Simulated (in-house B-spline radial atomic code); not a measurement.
Inner levels of zinc as electrons are removed. A shift is the extra binding of the orbital against the neutral atom ([Ar] 3d10 4s2). The density at the nucleus is averaged over the nuclear charge. Computed with an all-electron radial atomic-structure program (B-spline basis): Dirac-Hartree-Fock, average of the configuration, finite nuclei.

```
  ion  configuration  shift of 1s1/2 (eV)  radius of 1s1/2 (bohr)  Σ<r²> (bohr²)  change of density at nucleus (bohr⁻³)
Zn23+   [He] 2s2 2p3               1311.5                0.050074        0.23811                                 2.3026
Zn24+   [He] 2s2 2p2              1480.26                 0.05001        0.19176                                  88.63
Zn25+   [He] 2s2 2p1              1653.31                0.049944        0.14818                                 177.72
Zn26+       [He] 2s2              1830.64                0.049874        0.10718                                 269.58
Zn27+       [He] 2s1              1986.84                0.049866       0.055912                                -983.96
Zn28+            1s2              2145.75                0.049829      0.0066587                               -2295.05
Zn29+            1s1              2660.52                0.049192      0.0032397                               -13218.3
```
